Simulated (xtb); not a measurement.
AsH5, SMILES [AsH5]. All values are semi-empirical tight-binding results from xtb (GFN2-xTB unless named), good for trends rather than for accurate numbers. Geometry optimised at GFN2-xTB.

**Question.** Estimate the properties. (Estimate from the structure and the level; the computed values follow.)

**Answer.** 
```
Property                                        Value
--------------------------------------  -------------
point group as xtb finds it                       D3h
orbital gap                                   5.37 eV
zero-point energy                       21.1 kcal/mol
G − E(el) at 298.15 K (modified RRHO)    7.4 kcal/mol
static polarisability (D4 model)           40.7 bohr³
solvation energy, GFN2-xTB/ALPB(water)  -1.2 kcal/mol
solvation energy, GFN2-xTB/ALPB(dmso)   -2.4 kcal/mol
```
